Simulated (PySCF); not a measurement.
Input of a response calculation (the driver script's job line, then coordinates in Å):

```
{"job": {"kind": "uv", "xc": "PBE0", "basis": "def2-SVPD", "nstates": 8, "ntriplets": 3}, "charge": 0, "multiplicity": 1}
F     -2.620460     1.236304     1.009358
B     -1.763729     0.850989     0.094015
F     -2.023441     1.276072    -1.121867
C     -0.492975    -0.034058     0.427521
C      0.000339    -0.896006    -0.718697
S      1.776359    -1.332444    -0.500804
B      2.211965     0.137343     0.378075
S      0.866451     1.175561     0.899461
H     -0.630066    -0.633621     1.331525
H     -0.560646    -1.827424    -0.777500
H     -0.074618    -0.368731    -1.671004
H      3.312020     0.415330     0.623890
```

Computed with TDDFT PBE0/def2-SVPD, vertical, gas phase, core orbitals frozen in the response (PySCF 2.14.0, density-fitted response routines). Job line and output are in the format of a driver script around the code.

Question: Give the output without the SCF cycles.

Answer: 
```
converged SCF energy = -1123.4826007003

Static polarisability (au): isotropic 86.813, principal 66.830 90.867 102.743

Singlet excitations
state   eV       nm        f      main configurations
  1   4.9642    249.8   0.00147   H->L+1 0.96
  2   5.2384    236.7   0.10733   H->L 0.96
  3   5.9730    207.6   0.01220   H->L+2 0.88
  4   6.3196    196.2   0.00152   H-1->L 0.56, H-2->L 0.30, H-1->L+1 0.11
  5   6.3466    195.4   0.00186   H-1->L+1 0.69, H->L+4 0.10, H-1->L 0.08
  6   6.6030    187.8   0.00351   H->L+3 0.89
  7   6.6780    185.7   0.01102   H->L+4 0.61, H-2->L+1 0.19, H-1->L+1 0.14
  8   6.8307    181.5   0.00990   H-2->L+1 0.67, H->L+4 0.17, H-2->L 0.08

Triplet excitations (Tamm-Dancoff, eV): 4.2419 4.5818 5.3148
```

Isolated species at its GFN2-xTB geometry (one conformer only).

H and L stand for HOMO and LUMO.

Hardware: one thread of an Arm Neoverse V2, no GPU, shared host. Cost: 42 s of wall time, 0.85 GiB resident at most.

The values belong to the conformer `[F:1][B:2]([F:3])[C@H:4]1[CH2:5][S:6][BH:7][S:8]1`: F1–B2–C4–C5 153°.
